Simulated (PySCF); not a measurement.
BiF₃, SMILES [F][Bi]([F])[F].

Coordinates come from a B3LYP-D3(BJ)/def2-SVP optimisation. The isomer is the one that the SMILES or the coordinates give; other isomers of the formula were not compared. The def2 effective core potentials stand for the cores of Bi; spin–orbit coupling is left out.

All values below come from PySCF with PBE/def2-TZVPD.

Symmetry labels are those of the subgroup Cs that the program uses (full group C3v).

Computed valence orbital energies around the gap with their symmetry:
```json
[
 {"orbital": "HOMO−7", "symmetry": "A'", "energy (eV)": "-10.77"},
 {"orbital": "HOMO−6", "symmetry": "A'", "energy (eV)": "-10.15"},
 {"orbital": "HOMO−5", "symmetry": "A\"", "energy (eV)": "-9.43"},
 {"orbital": "HOMO−4", "symmetry": "A'", "energy (eV)": "-9.43"},
 {"orbital": "HOMO−3", "symmetry": "A\"", "energy (eV)": "-9.19"},
 {"orbital": "HOMO−2", "symmetry": "A'", "energy (eV)": "-9.19"},
 {"orbital": "HOMO−1", "symmetry": "A\"", "energy (eV)": "-9.10"},
 {"orbital": "HOMO", "symmetry": "A'", "energy (eV)": "-8.71"},
 {"orbital": "LUMO", "symmetry": "A\"", "energy (eV)": "-2.74"},
 {"orbital": "LUMO+1", "symmetry": "A'", "energy (eV)": "-2.74"},
 {"orbital": "LUMO+2", "symmetry": "A'", "energy (eV)": "-2.42"},
 {"orbital": "LUMO+3", "symmetry": "A'", "energy (eV)": "-0.10"}
]
```
